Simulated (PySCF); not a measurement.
# Radial density of Se²²⁺ (selenium, charge +22)

UHF, [Ne] 3s2, closed-shell 1S. All numbers are calculated (PySCF 2.14, the non-relativistic Hamiltonian (point nucleus), in an uncontracted even-tempered set (16 s from 2.5 bohr⁻², ratio 2.5; 10 p from 3.2 bohr⁻², ratio 2.5; 5 d from 12 bohr⁻², ratio 2.7; 4 f from 19 bohr⁻², ratio 2.7)).

```
r (bohr)  4πr²ρ (e/bohr)
0.000840          0.2287
 0.00141          0.6222
 0.00238           1.649
 0.00400           4.179
 0.00672           9.824
  0.0113           20.37
  0.0190           34.28
  0.0320           41.45
  0.0538           34.32
  0.0905           36.23
   0.152           45.81
   0.256           18.59
   0.431           6.505
   0.724           1.485
    1.22         0.01773
```
